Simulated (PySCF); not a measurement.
Delta-SCF ions had no search for a lower state. Excitations are Tamm–Dancoff values on a coarser integration grid. The basis has no diffuse functions, so Rydberg states are missing or too high.

C$_{10}$H$_{8}$SSi, SMILES `C#Cc1cc2cc([SiH3])ccc2s1` (charge 0, multiplicity 1)

Level of theory: PBE-D3(BJ)/def2-TZVP // PBE-D3(BJ)/def2-SVP run with PySCF.

| Quantity | Value |
|---|---|
| HOMO | -5.61 eV |
| dipole moment | 0.081 e·Å |
| HOMO–LUMO gap | 3.12 eV |
| LUMO | -2.49 eV |
| S1 excitation (TDA) | 3.80 eV |
| S1 oscillator strength | 0.023 |
| brightest of the four lowest singlets (TDA) | 4.48 eV |
| T1 excitation (TDA) | 2.71 eV |
| S1–T1 gap (TDA) | 1.09 eV |
| vertical ionisation energy (Delta-SCF) | 7.80 eV |
| total energy | -1072.8669 Ha |
| cost | about 24 core-minutes (a rough figure) |

```xyz
20

C      5.3616    -0.1175    -0.6699
C      4.1607    -0.0194    -0.4379
C      2.7833     0.1102    -0.1526
C      1.7142    -0.5340    -0.7553
C      0.4446    -0.1567    -0.2069
C     -0.8534    -0.5985    -0.5622
C     -1.9847    -0.1024     0.1032
Si    -3.7130    -0.6928    -0.3700
C     -1.8091     0.8547     1.1442
C     -0.5443     1.3126     1.5207
C      0.5795     0.8051     0.8435
S      2.2528     1.2171     1.1266
H      6.4172    -0.2139    -0.8817
H      1.8463    -1.2579    -1.5699
H     -0.9595    -1.3390    -1.3710
H     -3.6027    -1.6823    -1.4979
H     -4.5756     0.4622    -0.8076
H     -4.3970    -1.3515     0.7997
H     -2.6896     1.2521     1.6743
H     -0.4311     2.0520     2.3271
```
Charge 0, spin multiplicity 1.
